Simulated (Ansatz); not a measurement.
Gas-phase electronic energies from Ansatz, PBE0-D4/def2-TZVP geometries. CCSD(T)/CBS adds triple-zeta CCSD(T) − MP2 to the extrapolated MP2 energy (def2 sets, frozen cores). This one scheme is used for every species. Functionals use def2-TZVPP. B3LYP here is the variant with VWN-RPA as its local correlation; programs differ in this. Elements past krypton have def2 core potentials. For I outer-core shells are correlated without core-valence functions, which leaves a few kJ/mol of doubt a bond. Each species was taken in one conformer, which may not be the lowest.

`[CH3][Al]([Cl])[Cl]` + `C=C(N)I` → `C=C(I)NC` + `[Cl][AlH][Cl]`  (substitution at a C–Al bond)

`[CH3][Al]([Cl])[Cl]`:

Cartesian coordinates in Å:
```
C 0.784 -0.139 -0.561
Al -0.773 0.120 0.547
Cl -1.183 1.973 1.423
Cl -2.133 -1.418 0.939
H 0.847 -1.161 -0.939
H 0.764 0.546 -1.413
H 1.695 0.080 0.003
```

`C=C(N)I`:

Z-matrix (Å, degrees):
```
C
C 1 1.329
H 1 1.078 2 121.9
H 1 1.086 2 119.8 3 -179.0
N 2 1.377 1 127.2 3 173.5
I 2 2.098 1 120.0 3 -2.2
H 5 1.007 2 116.0 1 147.9
H 5 1.010 2 114.3 1 13.5
```

`C=C(I)NC`:

Z-matrix (Å, degrees):
```
C
N 1 1.440
H 1 1.090 2 108.8
H 1 1.098 2 112.8 3 121.0
H 1 1.093 2 109.9 3 -118.2
C 2 1.367 1 119.1 3 -178.3
H 2 1.006 1 116.3 3 -32.5
I 6 2.099 2 112.6 1 174.4
C 6 1.333 2 127.5 1 -8.4
H 9 1.083 6 120.5 2 4.4
H 9 1.078 6 121.3 2 -174.8
```

`[Cl][AlH][Cl]`:

Z-matrix (Å, degrees):
```
Al
Cl 1 2.082
Cl 1 2.082 2 118.2
H 1 1.563 2 120.9 3 180.0
```

```
             level  ΔE (kcal/mol)  difference from CCSD(T)/CBS
            PBE-D4           17.1                          0.0
         r2SCAN-D4           18.0                          0.9
           PBE0-D4           17.2                          0.1
          B3LYP-D4           16.7                         -0.4
           ωB97X-V           16.3                         -0.8
           ωB97M-V           17.5                          0.4
            B2PLYP           17.1                          0.0
               PBE           17.5                          0.4
            r2SCAN           18.2                          1.1
              PBE0           17.5                          0.4
             B3LYP           17.3                          0.2
     HF/def2-TZVPP           15.9                         -1.2
    MP2/def2-TZVPP           17.0                         -0.1
SCS-MP2/def2-TZVPP           16.2                         -0.9
   CCSD/def2-TZVPP           16.8                         -0.3
CCSD(T)/def2-TZVPP           16.7                         -0.4
     HF/def2-QZVPP           15.8                         -1.3
    MP2/def2-QZVPP           17.2                          0.1
SCS-MP2/def2-QZVPP           16.5                         -0.6
      HF/CBS(def2)           15.8                         -1.3
     MP2/CBS(def2)           17.4                          0.3
    CCSD/CBS(def2)           17.2                          0.1
       CCSD(T)/CBS           17.1                            0
```

Largest T1 diagnostic among the species: 0.010.

In def2-TZVPP, CCSD(T) changes the Hartree–Fock value by +0.8 kcal/mol (the triples alone add −0.1 kcal/mol) and MP2 by +1.1 kcal/mol.
